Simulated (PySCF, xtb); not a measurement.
Cl2H4Si2, SMILES [SiH3][SiH](Cl)Cl.

Harmonic wavenumbers (cm⁻¹) from GFN2-xTB (xtb 6.7.1) at its own minimum, in rising order: 36, 96, 130, 165, 373, 455, 464, 487, 519, 622, 646, 779, 787, 794, 2217, 2251, 2257, 2258.

### Question
What does PBE-D3(BJ)/def2-SVP (PySCF) give at its own minimum? (Estimate from the structure and the level; the computed values follow.)

### Answer
94, 117, 136, 182, 386, 487, 499, 525, 570, 733, 769, 833, 895, 897, 2159, 2175, 2177, 2185. Paired by order, the mean absolute difference is 59 cm⁻¹ and the zero-point energies are 21.9 and 22.6 kcal/mol.
